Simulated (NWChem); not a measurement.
C2H3Cl3Si; SMILES C=C(Cl)[SiH](Cl)Cl

```xyz
9

C     -1.8611     1.0184    -0.8599
C     -0.7265     1.0078    -0.1577
Cl     0.1134     2.4839     0.2386
Si     0.1317    -0.5090     0.5174
Cl     1.9688    -0.7113    -0.3801
Cl    -1.0222    -2.1630     0.0937
H     -2.3623     0.0737    -1.0870
H     -2.3115     1.9480    -1.2195
H      0.3344    -0.4177     1.9809
```
Atoms are numbered in this order, from 1.

Results from NWChem. All runs use the structure optimised with PBE0/def2-SVP. Level BLYP/def2-SVPD: single points from the atomic guess with DIIS by default; each run changes one setting, and all converged runs end within 0.3 mHa of each other. NWChem's automatic level shift, which a small gap switches on, acted in some of these runs.

Which setting needs the most SCF iterations, or fails (DIIS on 20 Fock matrices; no DIIS, 40 % damping; defaults; core-Hamiltonian guess; level shift of 0.5 Ha throughout)?

no DIIS, 40 % damping, which doesn't converge.
| setting | SCF iterations |
|---|---|
| defaults | 10 |
| DIIS on 20 Fock matrices | 9 |
| core-Hamiltonian guess | 20 |
| level shift of 0.5 Ha throughout | 13 |
| no DIIS, 40 % damping | not converged in 200 |
